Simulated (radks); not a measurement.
Problem. Neutral praseodymium: order these configurations by energy. Method: Dirac Kohn-Sham, relativistic LDA (MacDonald-Vosko exchange, VWN5 correlation), spin-unpolarised, spherical densities, finite nucleus; Fermi nuclear charge, rms radius of each element as measured or else 0.836 A^(1/3) + 0.57 fm; computed with a radial shooting solver on a logarithmic mesh with Libxc functionals. Sub-shells are occupied by j as written (lower j first in brackets). [Xe] 4f(5/2: 2, 7/2: 0) 5d(3/2: 1, 5/2: 0) 6s2; [Xe] 4f(5/2: 2, 7/2: 0) 6s2 6p(1/2: 1, 3/2: 0); [Xe] 4f(5/2: 3, 7/2: 0) 5d(3/2: 1, 5/2: 0) 6s1; [Xe] 4f(5/2: 3, 7/2: 0) 6s1 6p(1/2: 1, 3/2: 0); [Xe] 4f(5/2: 3, 7/2: 0) 6s2.

Solution. From the lowest, in eV above it: [Xe] 4f(5/2: 3, 7/2: 0) 6s2 0.000; [Xe] 4f(5/2: 2, 7/2: 0) 5d(3/2: 1, 5/2: 0) 6s2 1.296; [Xe] 4f(5/2: 3, 7/2: 0) 5d(3/2: 1, 5/2: 0) 6s1 1.484; [Xe] 4f(5/2: 3, 7/2: 0) 6s1 6p(1/2: 1, 3/2: 0) 2.213; [Xe] 4f(5/2: 2, 7/2: 0) 6s2 6p(1/2: 1, 3/2: 0) 3.591.
